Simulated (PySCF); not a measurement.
# Relaxation of doublet IrOCl₂

These are results of UPBE/[Ir def2-SVP with ECP60, O def2-SVP, Cl def2-SVP], scalar-relativistic core potentials, density fitting, no spin–orbit coupling, PySCF, not measurements. A (50,194) grid was used.

A hand-made trigonal planar start, of C2v symmetry, held to at least that symmetry:

```xyz
4
charge 0 multiplicity 2, angstrom
Ir   -0.0892   -0.1545    0.0000
O    -0.9492   -1.6441    0.0000
Cl    2.1208   -0.1545    0.0000
Cl   -1.1942    1.7594    0.0000
```

Optimiser trace:
| step | E − E(last) (kJ/mol) | largest gradient (Eh/bohr) |
| --- | --- | --- |
| 0 | 1.56 | 0.02258 |
| 1 | 0.26 | 0.00877 |
| 2 | 0.00 | 0.00075 |
| 3 | 0.00 | 0.00013 |

It ends at C2v with Ir–Cl 2.221 Å (×2), Ir–O 1.695 Å; Cl–Ir–Cl 119.4°, Cl–Ir–O 120.3° (×2) (after a last refinement on a finer grid). The frequency run here used a shortcut that can spoil soft modes, so no verdict on minimum or saddle point is given. Other isomers or separated fragments may lie lower.

With open d or f shells other occupations or spin states may lie lower. No spin–orbit coupling is included, which matters more the heavier the element.
